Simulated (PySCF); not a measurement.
Si(Br)(OH) (BrHOSi), SMILES O[Si]Br (connectivity only; charge and spin as stated), neutral, multiplicity 1. Atoms are numbered in the order given.

```xyz
4

Si     0.6884    -1.1549     0.0000
Br    -0.0811     0.9907     0.0000
O     -0.7604    -1.9489     0.0000
H     -0.7166    -2.9125     0.0000
```

Geometry optimised at B3LYP-D3(BJ)/def2-TZVP. Other conformers were not sampled.

Level of theory: TDDFT-CAM-B3LYP/def2-SVPD run with PySCF.

Vertical excitations. Isolated molecule, no solvent. State labels are in the subgroup Cs.

List the lowest excited states. (The exact figures need the calculation; the answer reports its results.)


```
state  symmetry  energy (eV)  λ (nm)      f                              main pairs
-----  --------  -----------  ------  -----  --------------------------------------
S1           A"         4.11     302  0.037                          HOMO→LUMO 99 %
S2           A"         5.16     240  0.002                        HOMO−1→LUMO 99 %
S3           A'         5.58     222  0.001      HOMO−2→LUMO 82 %, HOMO→LUMO+1 12 %
S4           A'         6.21     200  0.249                        HOMO→LUMO+1 81 %
S5           A'         6.78     183  0.356      HOMO→LUMO+2 74 %, HOMO→LUMO+3 14 %
S6           A'         7.13     174  0.011  HOMO−1→LUMO+1 60 %, HOMO−1→LUMO+2 30 %
S7           A"         7.21     172  0.011  HOMO−2→LUMO+1 65 %, HOMO−2→LUMO+2 30 %
S8           A'         7.45     166  0.013      HOMO→LUMO+3 72 %, HOMO→LUMO+2 12 %
S9           A"         7.69     161  0.007                        HOMO−4→LUMO 92 %
S10          A"         7.81     159  0.010  HOMO−2→LUMO+2 59 %, HOMO−2→LUMO+1 26 %
T1           A"         2.60     476      0                          HOMO→LUMO 95 %
T2           A'         4.81     258      0      HOMO→LUMO+1 73 %, HOMO→LUMO+2 14 %
T3           A'         4.94     251      0                        HOMO−2→LUMO 98 %
T4           A"         5.01     248      0                        HOMO−1→LUMO 96 %
```
Triplets are in the Tamm–Dancoff approximation, which puts them higher than full response would, so one can lie above its singlet here.
